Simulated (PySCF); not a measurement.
This PySCF input asks for the NMR shieldings of `OCB(F)F`, CH$_{3}$BF$_{2}$O; the geometry comes from GFN2-xTB.

```python
import basis_set_exchange as bse
import numpy as np
from pyscf import gto, dft
from pyscf.prop import nmr

atoms = """
O    -1.361997    0.793973    0.078183
C    -0.520857   -0.296891   -0.259152
B     1.020319   -0.080573    0.022958
F     1.946469   -0.929340   -0.363113
F     1.469204    0.945353    0.716655
H    -0.979569    1.283069    0.814478
H    -0.858237   -1.198179    0.283191
H    -0.706276   -0.507998   -1.317765
"""
names = dict.fromkeys(["O", "C", "B", "F", "H"], "pcSseg-1")
basis = {el: gto.basis.parse(bse.get_basis(n, elements=[el], fmt="nwchem")) for el, n in names.items()}
mol = gto.M(atom=atoms, basis=basis, charge=0, verbose=0)
mf = dft.RKS(mol, xc="PBE0")
mf.grids.level = 2
mf.grids.alignment = dft.numint.BLKSIZE   # the property module wants whole blocks of grid points
mf.conv_tol = 1e-9
mf.kernel()

calc = nmr.RKS(mf)   # GIAO
C = mf.mo_coeff
Co = C[:, mf.mo_occ > 0]
resp = mf.gen_response(singlet=True, hermi=2)
def vind(x):   # induced exchange potential for any number of trial vectors
    d = np.einsum("pi,xij,qj->xpq", C, 2 * x.reshape(-1, C.shape[1], Co.shape[1]), Co, optimize=True)
    return np.einsum("xpq,pi,qj->xij", resp(d - d.transpose(0, 2, 1)), C, Co, optimize=True).ravel()
mo1, _ = nmr.rhf.solve_mo1(calc, with_cphf=vind)
sigma = calc.kernel(mo1)
for i, s in enumerate(sigma):   # ppm
    w = np.linalg.eigvalsh((s + s.T) / 2)
    print("%2d %-2s iso %8.1f  s11 %8.1f  s22 %8.1f  s33 %8.1f" % (i, mol.atom_pure_symbol(i), w.mean(), *w))
```

Question: What does it print?

Answer: 
```
 0 O  iso    345.8  s11    305.7  s22    316.9  s33    414.7
 1 C  iso    134.6  s11    105.2  s22    115.5  s33    183.1
 2 B  iso     71.5  s11     44.0  s22     83.7  s33     86.8
 3 F  iso    249.4  s11     77.5  s22    290.0  s33    380.8
 4 F  iso    244.8  s11     53.5  s22    288.4  s33    392.5
 5 H  iso     31.4  s11     21.6  s22     29.6  s33     43.1
 6 H  iso     27.6  s11     22.8  s22     27.0  s33     32.8
 7 H  iso     27.7  s11     23.7  s22     26.8  s33     32.4
```

These numbers come from an equivalent density-fitted implementation of the same equations, which agrees with the script to about 0.01 ppm for H and up to a few tenths of a ppm for heavy atoms, so last digits may differ.

Size and cost of the density-fitted run: 100 basis functions, 5.5 s wall time on 1 thread of an Arm Neoverse V1, shared host; peak memory 0.45 GiB.
